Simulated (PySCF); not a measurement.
**Copper: highly charged ions in a basis for the neutral atom**

Cu¹⁷⁺ [Ne] 3s2, Cu¹⁸⁺ [Ne] 3s1. All numbers are calculated (PySCF 2.14, scalar relativity by spin-free X2C-1e, in cc-pVTZ-DK (7s6p4d2f1g, 68 functions)). No spin-orbit coupling, so a gap to NIST mixes the basis error with missing relativistic terms.

Changed run: basis of the neutral atom used for a highly charged ion. This setting is unsound on purpose.

| species | method | sound run (hartree) | changed run (hartree) | converged |
| --- | --- | --- | --- | --- |
| Cu¹⁷⁺ | UHF | not run | -1504.52768 | yes |
| Cu¹⁷⁺ | TPSS | not run | -1505.10792 | yes |
| Cu¹⁷⁺ | B3LYP | not run | -1505.02036 | yes |
| Cu¹⁸⁺ | UHF | not run | -1481.45765 | yes |
| Cu¹⁸⁺ | TPSS | not run | -1481.94612 | yes |
| Cu¹⁸⁺ | B3LYP | not run | -1481.84011 | yes |

Ionisation energy of Cu¹⁷⁺:

```
method  changed run (eV)    NIST (eV)
   UHF            627.77  632.5 ± 0.6
  TPSS            630.26  632.5 ± 0.6
 B3LYP            630.77  632.5 ± 0.6
```

The contracted functions were made for the neutral atom and can be too rigid for a highly charged ion.
